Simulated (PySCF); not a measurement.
**Orbital picture of BiCl⁺**

M06 at R = 2.380 Å; basis Bi def2-SVP with ECP60, Cl def2-SVP; scalar-relativistic core potentials; PySCF 2.14. State: ²Π (doublet), unpaired electrons π ↑. Only the outer orbitals are listed, counted within each symmetry, core potentials removing the inner ones.

| spin | orbital | occ. | ε (eV) | on Bi (%) | main shells (%) |
| --- | --- | --- | --- | --- | --- |
| α | 7σ | 1 | -28.80 | 11 | 87 Cl s, 8 Bi s |
| α | 8σ | 1 | -23.13 | 85 | 85 Bi s, 10 Cl s |
| α | 9σ | 1 | -16.08 | 31 | 68 Cl p, 24 Bi p |
| α | 4π | 1 | -15.25 | 13 | 86 Cl p, 12 Bi p |
| α | 4π | 1 | -15.19 | 14 | 86 Cl p, 13 Bi p |
| α | 5π | 1 | -11.89 | 87 | 87 Bi p, 13 Cl p |
| α | 5π | 0 | -10.42 | 88 | 88 Bi p, 12 Cl p |
| α | 10σ | 0 | -7.50 | 81 | 76 Bi p, 20 Cl p |
| α | 11σ | 0 | -0.80 | 101 | 91 Bi s |
| β | 7σ | 1 | -28.69 | 11 | 88 Cl s |
| β | 8σ | 1 | -22.77 | 85 | 85 Bi s, 9 Cl s |
| β | 9σ | 1 | -15.95 | 31 | 67 Cl p, 24 Bi p |
| β | 4π | 1 | -15.16 | 14 | 86 Cl p, 12 Bi p |
| β | 4π | 1 | -14.91 | 11 | 89 Cl p, 9 Bi p |
| β | 5π | 0 | -10.37 | 88 | 88 Bi p, 12 Cl p |
| β | 5π | 0 | -9.69 | 91 | 90 Bi p, 9 Cl p |
| β | 10σ | 0 | -7.38 | 81 | 76 Bi p, 20 Cl p |

**Question.** Which are the highest filled and the lowest empty level, where do they sit, and how wide is the gap?

**Answer.** Highest filled α 5π at -11.89 eV (in %: 87 Bi p, 13 Cl p); lowest empty α 5π at -10.42 eV (in %: 88 Bi p, 12 Cl p); the gap at M06 is 1.47 eV. Both belong to one degenerate shell, split only by its one-sided filling, so this is no excitation gap.

```json
{
  "bond order (Mayer)": "1.44",
  "⟨S²⟩": "0.750",
  "charge on Bi (Mulliken, basis-dependent)": "1.09",
  "charge on Bi (Löwdin, basis-dependent)": "0.91",
  "dipole moment (positive dipole points towards Cl; it is taken about the centre of mass and depends on that origin)": "-2.14 D"
}
```

Shares are Mulliken populations and can fall outside 0 to 100 %.

These are scalar-relativistic numbers at best; spin–orbit coupling would shift them, the dissociation energy most. The state was picked by a PBE0 search and need not be the measured ground state.
